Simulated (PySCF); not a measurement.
Diethoxymethane, C₅H₁₂O₂.
Atom-mapped SMILES: `[CH3:1][CH2:2][O:3][CH2:4][O:5][CH2:6][CH3:7]` (hydrogens: H8, H9, H10 on C1; H11, H12 on C2; H13, H14 on C4; H15, H16 on C6; H17, H18, H19 on C7)

Cartesian coordinates in Å at the PBE0-D3(BJ)/def2-SVP level; atoms count from 1:
```xyz
19
C5H12O2 angstrom
C     -2.831    0.637   -0.382
C     -1.556   -0.103   -0.732
O     -0.463    0.773   -0.928
C      0.233    1.098    0.229
O      0.912    0.021    0.784
C      1.999   -0.450    0.010
C      3.288    0.281    0.328
H     -2.739    1.175    0.574
H     -3.078    1.372   -1.163
H     -3.673   -0.066   -0.288
H     -1.303   -0.850    0.042
H     -1.683   -0.651   -1.679
H     -0.439    1.462    1.028
H      0.919    1.913   -0.064
H      1.753   -0.376   -1.064
H      2.102   -1.521    0.244
H      4.123   -0.140   -0.253
H      3.529    0.191    1.398
H      3.220    1.352    0.083
```

Level of theory: TDDFT PBE0/def2-SVPD, vertical, gas phase, core orbitals frozen in the response in PySCF.

Transition dipole moments from the ground state, in atomic units and in the frame of the coordinates above (overall signs are arbitrary), for the states with f of 0.002 or more among the lowest 7:

```
state  E (eV)      μx      μy      μz
   S1   7.365  -0.379   0.051  -0.122
   S2   7.516  -0.009   0.197   0.080
   S3   7.956  -0.144  -0.029   0.060
   S4   8.025   0.009   0.107   0.060
   S5   8.041  -0.007  -0.084   0.166
   S6   8.159  -0.262  -0.018  -0.022
   S7   8.169   0.039  -0.167  -0.077
```

**Question.** What oscillator strength does each state have?

**Answer.** f = (2/3) ΔE |μ|² with ΔE in hartree (27.2114 eV).

| state | \|μ\|² (au) | \|μ\| (D) | f |
| --- | --- | --- | --- |
| S1 | 0.161 | 1.02 | 0.029 |
| S2 | 0.045 | 0.54 | 0.008 |
| S3 | 0.025 | 0.40 | 0.005 |
| S4 | 0.015 | 0.31 | 0.003 |
| S5 | 0.035 | 0.47 | 0.007 |
| S6 | 0.069 | 0.67 | 0.014 |
| S7 | 0.035 | 0.48 | 0.007 |

**Question.** The point group is C2. Which irreducible representation does each state belong to?

**Answer.** Polarised along the twofold axis, so A: S2, S4 and S7. Polarised across the twofold axis, so B: S1, S3, S5 and S6.

**Question.** What angle do the transition dipoles of S1 and S6 make?

**Answer.** |cos θ| = |μa·μb| / (|μa| |μb|) = 0.96, so θ ≈ 17° (taken between 0 and 90°, since the signs are arbitrary).

**Question.** How is the summed strength of these states shared among x, y and z?

**Answer.** (2/3) Σ ΔE μα² gives 0.044 for x, 0.017 for y and 0.012 for z, 0.073 in all.

**Question.** What peak molar absorption coefficient would the strongest computed level give as a lone Gaussian band 0.5 eV wide at half height?

**Answer.** ε(max) = 2.175×10⁸ f / FWHM, with the width in cm⁻¹. S1: 2.175×10⁸ × 0.0291 / 4033 ≈ 1600 L mol⁻¹ cm⁻¹.

The vertical ionisation energy (ΔSCF) is 9.74 eV, 1.57 eV above S7.

One conformer stands for the species.

Without π bonds the low states may be Rydberg-like; a valence basis with one diffuse set may place them up to an eV too high.
